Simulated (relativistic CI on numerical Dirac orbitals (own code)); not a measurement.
**One change at a time: Tb⁴⁵⁺**

Base calculation: Dirac-Coulomb-Breit CI, separate exchange-only KLI orbitals for each configuration, QED by a radiative potential, unscaled Slater integrals.

Configuration list (outside the closed core [Ne]): 3s²3p⁶3d², 3s²3p⁵3d³, 3s3p⁶3d³, 3s²3p⁶3d4s, 3s²3p⁶3d4p, 3s²3p⁶3d4d, 3s²3p⁵3d²4s, 3s²3p⁶3d4f, 3s²3p⁵3d²4p, 3s²3p⁵3d²4d, 3s3p⁶3d²4s, 3p⁶3d³4p, 3s3p⁶3d²4p, 3s²3p⁶4s², 3s²3p⁶4s4p, 3s²3p⁶3d5s, 3s²3p⁶3d5d, 3s²3p⁶3d5g, 3p⁶3d⁴, 3p⁵3d⁵, 3p⁵3d⁴4s, 3p⁶3d³4s, 3p⁵3d³4s², 3s²3p⁶4p², 3s²3p⁵4s4p², 3s²3p⁶4s4d, 3s²3p⁵4s²4d, 3s3p⁶3d4s², 3s3p⁶4s²4p, 3s3p⁶4s²4d. Double excitations out of closed p, d and f shells are left out; levels of such configurations are missing from the list, as are those of other unlisted configurations, and high levels can miss mixing partners. These lack a partner that the ground configuration has and come out too high: 3s²3p⁵3d²4p, 3s²3p⁵3d²4d.

The lowest level and the first level of each name with at least 55 % of one term (blank where a level has no safe partner in the second run):

```csv
Level,Base (cm⁻¹),Shift (cm⁻¹)
3s²3p⁶3d² ³F2,0,0
3s²3p⁶3d² ³P0,157318,+2759
3s²3p⁶3d² ³F3,305296,-569
3s²3p⁶3d² ¹G4,398559,-99
3s²3p⁶3d² ³P1,410292,+3355
3s²3p⁶3d² ³F4,672147,-194
3s²3p⁶3d² ¹S0,903833,+1630
3s²3p⁵3d³ ⁵D°0,1894750,-3004
3s²3p⁵3d³ ³P°1,2530512,-3193
3s²3p⁵3d³ ³I°7,2532722,-3584
```

At this charge energies of transitions that change n are usually good to better than 1 %, and those within a shell (Δn = 0) to a few per cent.

Q: One thing was changed in a second run, which moved the levels as shown. Which?
A. only the first 3 configurations
B. configuration mixing switched off
C. QED terms removed
D. Breit term removed

A: B. Configuration mixing switched off. Without mixing, levels that were pushed by configurations of the same parity and J return to their single-configuration places.

LS names give the leading component of a level, which can be under half, so a name can repeat, a term be missing and a line seem to break the LS rules.
